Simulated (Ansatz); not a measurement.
Geometry optimisation, RKS PBE-D4/def2-SVP in Ansatz 0.2.0.

Input:

```yaml
crystal:
  periodic: [false, false, false]
  atoms:
    - { symbol: O, position_ang: [-0.306, -1.342, 0.8525] }
    - { symbol: C, position_ang: [-0.0157, -0.4265, 0.0004] }
    - { symbol: O, position_ang: [1.2993, -0.1267, -0.2094] }
    - { symbol: Te, position_ang: [-1.4134, 0.6104, -1.1176] }
    - { symbol: H, position_ang: [2.0537, -0.6162, 0.3132] }
    - { symbol: H, position_ang: [-1.5758, 1.837, 0.1147] }
basis:
  gaussian: { orbitals: def2-SVP }
hamiltonian:
  xc: pbe
  dispersion: d4
relax:
  f_tol: 0.02
  max_steps: 50
```

Command:

```bash
$ ansatz run input.yaml --threads 1 --pin off --max-ram 2048MiB --backend cpu --events-out ev --progress --plain --runs-dir out
```

Problem. Where does it end, and by what steps?

Solution. The forces met the threshold. After 13 steps the energy has fallen by 0.954 eV; H6 moved furthest, 0.99 Å.

```tsv
step	energy less start (eV)	largest force component (eV/Å)	accepted
0	0.0000	5.200	yes
1	-0.5162	3.034	yes
2	-0.6092	1.401	yes
3	-0.6355	1.488	yes
4	-0.6858	0.580	yes
5	-0.7042	0.244	yes
6	-0.7473	0.633	yes
7	-0.7667	1.051	yes
8	-0.8812	0.485	yes
9	-0.9462	0.115	yes
10	-0.9528	0.071	yes
11	-0.9532	0.067	yes
12	-0.9540	0.030	yes
13	-0.9540	0.007	yes
```

```xyz
6
Properties=species:S:1:pos:R:3
O -0.173 -0.717 1.187
C 0.177 -0.205 0.155
O 1.367 -0.399 -0.456
Te -0.964 1.190 -1.071
H 1.866 -1.030 0.112
H -2.231 1.098 0.027
```

Time of the run: 26 s on 1 thread of Arm Neoverse V2, on a shared host, peak memory 0.14 GiB.
